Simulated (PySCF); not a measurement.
Species: C4H9PSi.
Structure used (GFN2-xTB), in Å, numbered top down from 1:
```
atom  x, y, z in Å
Si1    2.2953   -0.2708    0.0528
C2     0.4267   -0.0860    0.0716
C3    -0.4553   -1.0254   -0.2484
C4    -1.9087   -0.6786   -0.1319
P5    -1.9757    1.1825   -0.0074
C6    -0.1844    1.2160    0.5161
H7     2.6371   -1.6249   -0.3791
H8     2.8533    0.7187   -0.8736
H9     2.8129   -0.0149    1.3999
H10   -0.1791   -2.0219   -0.5577
H11   -2.3347   -1.1205    0.7773
H12   -2.5040   -1.0352   -0.9755
H13   -1.6802    1.3761   -1.3685
H14    0.3192    2.0886    0.0954
H15   -0.1267    1.3043    1.6070
```

Probes without a nucleus sit at each ring's centroid and 1 Å off its mean plane on both sides; NICS is minus the shielding there, NICSzz its component along the normal. Level: GIAO PBE0/pcSseg-1 (PySCF, non-relativistic, gas phase) on the GFN2-xTB geometry, one conformer.

Ring bond lengths (Å), with Mayer bond orders in brackets: C2–C3 1.328 (1.88), C3–C4 1.499 (1.01), C4–P5 1.866 (0.99), P5–C6 1.867 (0.98), C6–C2 1.505 (1.00).

Task: What do the NICS probes read (ppm)?

Result: 
```json
{"ring": "C2–C3–C4–P5–C6", "type": "5-membered ring with P; formal bonds 1 double, 4 single", "NICS(0)": "-3.0", "NICS(1), two faces": "-4.3 / -3.5", "NICS(1)zz, two faces": "-3.9 / -4.0", "rms pucker (Å)": "0.12", "centre to ring atoms, mean (Å)": "1.36"}
```

Task: What can be read from them?

Result: 
- C2–C3–C4–P5–C6: mean NICS(1)zz -3.9 ppm, shielded. C4, C6 have four or more neighbours, so the value isn't read as a sign of a π ring current.

Task: What are the shieldings of the ring atoms and their hydrogens in the same run (means over atoms taken as equivalent)?

Result: 
| atoms | environment | σ isotropic (ppm) | principal values of the symmetric part, first atom (ppm) |
| --- | --- | --- | --- |
| C2 | fully substituted alkene carbon | 42.8 | -57.9, 30.9, 155.4 |
| C3 | alkene CH carbon | 32.9 | -75.4, 46.0, 128.1 |
| C4 | sp3 carbon bound to phosphorus | 151.5 | 122.7, 151.4, 180.5 |
| P5 | phosphine phosphorus | 396.0 | 289.7, 434.7, 463.6 |
| C6 | sp3 carbon bound to phosphorus | 149.9 | 120.0, 148.5, 181.3 |
| H10 | vinylic hydrogen | 25.04 | 22.3, 25.1, 27.7 |
| H11 (×2) | methylene hydrogen | 29.06 | 24.3, 26.9, 35.9 |
| H13 | P–H hydrogen | 28.54 | 24.2, 26.7, 34.8 |
| H14 (×2) | methylene hydrogen | 29.11 | 24.3, 28.3, 34.9 |
